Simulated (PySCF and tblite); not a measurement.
Values are calculated unless marked as measured or tabulated.
C₅H₅NO₂, numbered as in [CH3:1][O:2][C:3](=[O:4])/[CH:5]=[CH:6]\[C:7]#[N:8].

Level: PBE0-D3(BJ)/def2-SVP (IEF-PCM, tetrahydrofuran)//GFN2-xTB, thermal terms from GFN2-xTB, symmetry numbers and mirror pairs counted. Conformers within 2.5 kcal/mol (GFN2-xTB free energy) were kept, 5 at most. (PySCF 2.14, tblite 0.8.)

Torsions listed: C1–O2–C3–O4, O2–C3–C5–C6.

```json
{"conformer": "1", "shape": "0°, 180°", "symmetry": "Cs", "dipole D": "6.21"}
{"conformer": "2", "shape": "0°, 0°", "symmetry": "Cs", "dipole D": "2.12"}
```

Problem. Which of these conformers is the most populated at 298.15 K, and with what share?

Solution. Conformer 1, about 73 %.

Problem. Give the DFT energies and free energies relative to the lowest, and all weights.

Solution. 
```tsv
conformer	shape	E(DFT) kcal/mol	G(298.15 K) kcal/mol	weight %
1	0°, 180°	0.00	0.00	72.7
2	0°, 0°	0.70	0.58	27.3
```

Problem. How does its share change from 250 K to 350 K?

Solution. From 77 % to 69 %; the mixing entropy goes from 1.07 to 1.23 cal/(mol K).

The minima are those of GFN2-xTB; planar forms about aryl–S or allylic bonds may be saddles in DFT.


Conformer gaps in def2-SVP on xTB geometries can be 2 kcal/mol too large for S=O, P=O and other polar bonds.